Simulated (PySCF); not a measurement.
An unknown gives this computed stick spectrum. Computed with TDDFT CAM-B3LYP/def2-SVPD, vertical, gas phase, core orbitals frozen in the response in PySCF 2.14.0, density-fitted response routines. Geometries: GFN2-xTB, one conformer each.

```json
{"state": "S1", "λ (nm)": "232.3", "f": "0.163"}
{"state": "S2", "λ (nm)": "232.2", "f": "0.171"}
{"state": "S3", "λ (nm)": "212.0", "f": "0.249"}
{"state": "S4", "λ (nm)": "195.6", "f": "0.0002"}
{"state": "S5", "λ (nm)": "188.4", "f": "0.0029"}
{"state": "S6", "λ (nm)": "184.1", "f": "0.050"}
{"state": "S7", "λ (nm)": "174.2", "f": "0.0004"}
{"state": "S8", "λ (nm)": "170.1", "f": "0.018"}
```

Orbital energies (eV): HOMO-3 -11.56, HOMO-2 -9.17, HOMO-1 -9.02, HOMO -8.03, LUMO -0.30, LUMO+1 1.15, LUMO+2 1.73.

Problem. Which structure fits? All have the formula C7H7F.
A. `C=C(F)C(=C)C#CC`
B. `C([C@@H]1C[C@@]12[C@H](C2)F)#C`
C. `C#C[C@]1(CF)[C@@H]2C[C@@H]21`
D. `C#CC[C@@](C)(F)C#C`
E. `C=C=CCC#CCF`

Solution. A. Its S1, at 5.34 eV, is the lowest among the candidates; the nearest of the others has S1 at 5.85 eV. Löwdin shares by element: HOMO carbon 67% or more (atoms not listed hold the other 33%); LUMO carbon 71% or more (atoms not listed hold the other 29%). At the same level the other candidates give, for their lowest levels:
- `C#C[C@]1(CF)[C@@H]2C[C@@H]21`: 194 nm (f 0.000); 183 nm (f 0.013); 180 nm (f 0.000); 163 nm (f 0.046); 163 nm (f 0.013); T1 5.40 eV; HOMO -8.98, LUMO 1.49 eV
- `C#C[C@@H]1C[C@]12C[C@@H]2F`: 194 nm (f 0.000); 186 nm (f 0.033); 183 nm (f 0.003); 168 nm (f 0.035); 161 nm (f 0.046); T1 5.35 eV; HOMO -8.75, LUMO 1.28 eV
- `C#CC[C@@](C)(F)C#C`: 196 nm (f 0.000); 188 nm (f 0.000); 182 nm (f 0.002); 180 nm (f 0.002); 178 nm (f 0.001); T1 5.37 eV; HOMO -9.36, LUMO 1.29 eV
- `C=C=CCC#CCF`: 212 nm (f 0.002); 204 nm (f 0.004); 194 nm (f 0.004); 187 nm (f 0.010); 177 nm (f 0.015); T1 4.66 eV; HOMO -8.81, LUMO 0.97 eV

Shape of the structure used: `[CH2:1]=[C:2]([F:3])[C:4](=[CH2:5])[C:6]#[C:7][CH3:8]`: C1–C2–C4–C5 180°.
Triplets come from the Tamm–Dancoff approximation.
